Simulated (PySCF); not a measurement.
A GIAO shielding run with PySCF 2.14 (density fitting, non-relativistic, gas phase) on `CS[Si@H](CCN)[SiH2]N`, C3H14N2SSi2:

```
$ OMP_NUM_THREADS=1 python probes_run.py task.json out

{"job": {"kind": "nmr", "xc": "PBE0", "basis": "pcSseg-1"}, "charge": 0, "multiplicity": 1}
C      3.213490    -0.768275     0.453647
S      1.623876    -1.492292    -0.051907
Si     0.286771     0.139284     0.437261
C     -1.379254    -0.377229    -0.316719
C     -1.827499    -1.770460     0.107207
N     -3.145601    -2.057294    -0.439393
Si     1.084954     2.162332    -0.344500
N     -0.287409     3.200470    -0.306691
H      3.168078    -0.483350     1.500032
H      3.435634     0.095322    -0.165879
H      3.967411    -1.535177     0.310092
H      0.162972     0.066255     1.907744
H     -1.313479    -0.347464    -1.406575
H     -2.149377     0.339580    -0.032662
H     -1.058300    -2.498953    -0.199831
H     -1.910931    -1.815564     1.196957
H     -3.106443    -2.056564    -1.454155
H     -3.456848    -2.976731    -0.144615
H      2.233247     2.640614     0.456806
H      1.534338     2.209903    -1.739866
H     -0.883019     3.210531     0.504790
H     -0.203021     4.134446    -0.673377
```

Hardware: 1 thread of an Intel Xeon, shared host. The job also computes population analyses, field gradients.

Task: How large is the calculation?

Result: 90 electrons, 227 basis functions and 1240 auxiliary functions.

Task: How long does it take, and how much memory does it need?

Result: 2.1 min of wall time, with 12 SCF cycles and 5 response iterations; peak memory 1 GiB. Times on a shared host scatter by some tens of per cent.
